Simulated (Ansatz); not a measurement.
NbO₂ (the lowest doublet isomer of a short search) was relaxed with PBE0-D4 (def2-TZVP) in Ansatz in these states: neutral doublet, neutral quartet. The geometries follow in no particular order.

In the def2 sets Nb takes a core potential; there is no spin–orbit coupling.

A:

```xyz
3

Nb   -0.3130   -0.0835    0.5675
O    -0.6575   -0.9274   -1.1375
O     0.9705    1.0108    0.5700
```

B:

```csv
atom,x (Å),y (Å),z (Å)
Nb1,-0.193,0.546,-0.376
O2,-1.197,-0.594,0.385
O3,1.390,0.048,-0.009
```

Judge from the bond lengths which geometry belongs to which state (an estimate).

A is the neutral quartet (Nb1–O2 1.933 Å, Nb1–O3 1.687 Å); B is the neutral doublet (Nb1–O2 1.700 Å, Nb1–O3 1.700 Å).

At PBE0-D4/def2-TZVP a doublet lies 2.59 eV below the neutral quartet. These are the stationary points nearest to one start from a short search; other shapes may lie lower in each state.
